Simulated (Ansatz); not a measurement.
One change: `CCBCC` becomes `CC[BH][AlH2]`.

Ansatz, PBE0-D4/def2-TZVP geometries, multiplicity 1. Each molecule was computed in one conformer, which needn't be the lowest.

```
                                      property  `CCBCC`
         HOMO–LUMO gap (B3LYP/def2-TZVPP) / eV     7.17
         HOMO energy (ωB97M-V/def2-TZVPP) / eV   -10.55
zero-point energy (PBE0-D4/def2-TZVP) / kJ/mol    373.0
           HOMO energy (B3LYP/def2-TZVPP) / eV    -8.06
           HOMO–LUMO gap (PBE/def2-TZVPP) / eV     5.21
            HOMO energy (PBE0/def2-TZVPP) / eV    -8.25
```

(1) Give the same properties after the change, and the shifts. (Estimate.)

## Answers

(1) Computed: 
```json
{"property": "HOMO–LUMO gap (B3LYP/def2-TZVPP) / eV", "`CC[BH][AlH2]`": "4.90", "shift": "-2.27"}
{"property": "HOMO energy (ωB97M-V/def2-TZVPP) / eV", "`CC[BH][AlH2]`": "-9.13", "shift": "1.42"}
{"property": "zero-point energy (PBE0-D4/def2-TZVP) / kJ/mol", "`CC[BH][AlH2]`": "234.1", "shift": "-138.9"}
{"property": "HOMO energy (B3LYP/def2-TZVPP) / eV", "`CC[BH][AlH2]`": "-6.83", "shift": "1.23"}
{"property": "HOMO–LUMO gap (PBE/def2-TZVPP) / eV", "`CC[BH][AlH2]`": "3.15", "shift": "-2.06"}
{"property": "HOMO energy (PBE0/def2-TZVPP) / eV", "`CC[BH][AlH2]`": "-7.01", "shift": "1.24"}
```

With PBE0 the HOMO rises by 1.24 eV and the LUMO falls by 1.09 eV, so the gap narrows by about 2.33 eV. PBE moves the HOMO by 1.02 eV and ωB97M-V by 1.42 eV. The zero-point energy changes by -138.9 kJ/mol with -12 modes.

B3LYP here is the variant with VWN-RPA as its local correlation; programs differ in this.
